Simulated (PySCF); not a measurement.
Below is a simulated gas-phase C 1s photoelectron spectrum of Ge(NCO)2Me2, `[CH3][Ge]([CH3])([N]=C=O)[N]=C=O`.

Every computed line was given a Gaussian of 0.8 eV full width at half maximum and an area set by the number of equivalent atoms; the highest printed point is 100. Theory: PySCF 2.14.0, delta-SCF UKS SCAN, pcX-2 on the ionised atom, pcseg-1 elsewhere, spin-free X2C.

binding energy (eV), intensity and a bar:
```
    289.7          0 
    289.8          1 
    289.9          2 
    290.0          3 #
    290.1          7 ##
    290.2         13 ####
    290.3         23 #######
    290.4         37 ###########
    290.5         53 ################
    290.6         71 #####################
    290.7         87 ##########################
    290.8         97 #############################
    290.9        100 ##############################
    291.0         94 ############################
    291.1         81 ########################
    291.2         65 ###################
    291.3         47 ##############
    291.4         31 #########
    291.5         19 ######
    291.6         11 ###
    291.7          6 ##
    291.8          3 #
    291.9          1 
    292.0          0 
    292.1          0 
    292.2          0 
    292.3          0 
    292.4          0 
    292.5          0 
    292.6          0 
    292.7          0 
    292.8          0 
    292.9          0 
    293.0          0 
    293.1          0 
    293.2          0 
    293.3          0 
    293.4          0 
    293.5          1 
    293.6          2 #
    293.7          5 #
    293.8          9 ###
    293.9         17 #####
    294.0         29 #########
    294.1         44 #############
    294.2         61 ##################
    294.3         78 #######################
    294.4         92 ############################
    294.5        100 ##############################
    294.6         99 ##############################
    294.7         89 ###########################
    294.8         74 ######################
    294.9         57 #################
    295.0         40 ############
    295.1         26 ########
    295.2         15 #####
    295.3          8 ##
    295.4          4 #
    295.5          2 #
    295.6          1 
    295.7          0
```

Count the maxima, the lines and the sites behind this envelope.

The curve has 2 maxima (at 290.9 and 294.5 eV). Under it lie 2 lines from 2 inequivalent carbon sites.

Decompose the envelope and assign each component. Bonds: Ge1–N2, Ge1–N5, Ge1–C8, Ge1–C12, N2–C3, C3–O4, N5–C6, C6–O7. Hydrogens: H9, H10, H11 on C8; H13, H14, H15 on C12.

```
position (eV)  relative area  line   atoms                  environment
       290.88              2  C 1s  C8/C12  carbon bonded to Ge and 3 H
       294.54              2  C 1s   C3/C6     carbon bonded to N and O
```

What are the centre and the root-mean-square width of the whole band?

The area-weighted mean of the lines is 292.71 eV. Their own spread about it is 1.83 eV (rms) and each Gaussian has σ = 0.8/2.355 = 0.34 eV; the variances add, which gives 1.86 eV.

Above which line width would these two lines show one maximum?

Two equal Gaussians merge once their distance is under 2σ = FWHM/1.177. With 3.66 eV between them that is a full width over 4.31 eV.

The listed C 1s values span 3.66 eV, from C8/C12 (bonded to 3 H and Ge) to C3/C6 (bonded to O and N).

No satellites, vibrations or lifetime broadening are included. Topologically equivalent atoms share the value of their first member; where this conformer doesn't relate them by symmetry, their own values could differ. One conformer (not necessarily the lowest) at the PBE0-D3(BJ)/def2-SVP geometry, without solvent, vibrations or thermal averaging.

Time: 2.2 min wall; peak memory 0.79 GiB. Hardware: Intel Xeon at 2.50 GHz, one thread, shared host with 64 logical CPUs at a one-minute load of 58.
